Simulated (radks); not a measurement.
The numbers below are computed, except where a source is named.
Species: Zn11+. Configuration: [Ne] 3s2 3p(1/2: 2, 3/2: 3) 3d(3/2: 2, 5/2: 0) (not the ground configuration). Level of theory: Dirac Kohn-Sham, BLYP, spin-unpolarised, spherical densities, finite nucleus; Fermi nuclear charge, rms radius 3.9283 fm (a radial shooting solver on a logarithmic mesh with Libxc functionals).

Normalised radial functions P(r) = r R(r) (large component), r in bohr:

```
   r/bohr * 2p1/2, o 3p3/2 (the largest magnitude, 2.2, reaches the edge; | marks zero, & curves that meet)
 0.003309                             &
  0.00414                             &
 0.005179                             &
 0.006479                             &
 0.008106                             o*
  0.01022                             o*
  0.01279                             |o*
    0.016                             |o*
  0.02002                             |o *
  0.02504                             | o  *
  0.03133                             |  o  *
  0.03951                             |   o    *
  0.04943                             |    o      *
  0.06185                             |     o         *
  0.07737                             |       o           *
   0.0968                             |        o             *
   0.1221                             |         o               *
   0.1527                             |        o                 *
   0.1911                             |     o                   *
    0.239                             |o                    *
   0.2991                        o    |               *
   0.3771                 o           |         *
   0.4718             o               |    *
   0.5903            o                | *
   0.7385               o             |*
   0.9239                   o         *
    1.165                        o    *
    1.458                           o *
    1.824                             &
```

2p1/2: eigenvalue -1347.2 eV, 0 radial nodes, <r> = 0.195 bohr, 90 % of the charge inside 0.320 bohr. 3p3/2: eigenvalue -362.25 eV, 1 radial node at r = 0.247 bohr, <r> = 0.620 bohr, 90 % of the charge inside 0.927 bohr.
